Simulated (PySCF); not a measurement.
I6In2, SMILES [I][In-]1([I+][In-]([I])([I])[I+]1)[I]. Heavy atoms are numbered as in [In-:1]1([I:5])([I:6])[I+:3][In-:2]([I:7])([I:8])[I+:4]1.

Coordinates come from a PBE0-D3(BJ)/def2-SVP optimisation. The def2 effective core potentials stand for the cores of I, In; spin–orbit coupling is left out.

These are CAM-B3LYP/def2-SVP in PySCF values and carry that method's errors.

ESP charges are fitted to the potential on shells at 1.4 to 2.0 van der Waals radii. Atomic charges (e), one atom of each kind:

```json
[
 {"atom": "In1", "Mulliken": "0.42", "Löwdin": "-0.26", "ESP fit": "0.22"},
 {"atom": "I3", "Mulliken": "-0.12", "Löwdin": "0.21", "ESP fit": "0.00"},
 {"atom": "I5", "Mulliken": "-0.15", "Löwdin": "0.02", "ESP fit": "-0.11"}
]
```
